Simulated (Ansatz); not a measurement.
**Ligand exchange: CH2F2 + InH2(OH) → CH2F2O + InH3**

Species: CH2F2 `FCF`, singlet; InH2(OH), singlet; CH2F2O `OC(F)F`, singlet; InH3 `[InH3]`, singlet. The partners trade H for OH: C–H and In–OH bonds give way to C–OH and In–H.

Shapes, held fixed at every level: PBE0-D4/def2-TZVP. Flexible molecules stand in one conformer, not always the lowest. Programs: Ansatz 0.2.0. The zero-point and thermal change to 298 K, harmonic and unscaled (PBE0-D4/def2-TZVP), is -9.4 kJ/mol.

```csv
level,kind,ΔH(298 K) (kJ/mol),less CCSD(T)/def2-TZVPP,CPU time (sum over the molecules)
SPW92/def2-TZVPP,LDA,+21.6,-22.3,4.3 s
PBE-D4/def2-TZVPP,GGA,+42.5,-1.4,8.3 s
r2SCAN-D4/def2-TZVPP,meta-GGA,+40.2,-3.7,15 s
r2SCAN0-D4/def2-TZVPP,global hybrid,+33.3,-10.6,13 s
wB97M-V/def2-TZVPP,range-separated hybrid,+36.1,-7.8,28 s
wB97X-V/def2-TZVPP,range-separated hybrid,+37.4,-6.5,22 s
CCSD(T)/def2-TZVPP,coupled cluster or CI,+43.9,0.0,67 s
```

The highest level, CCSD(T)/def2-TZVPP, gives ΔH(298 K) = +43.9 kJ/mol; the levels span +21.6 to +43.9. The column of differences is taken from that level and isn't an error. No measured value is set beside it here. For atoms past krypton def2 sets carry core potentials with scalar relativity. Outer-core shells of In are correlated, in sets that cover them unevenly. Times are processor times on shared x86 and Arm servers, and rough.
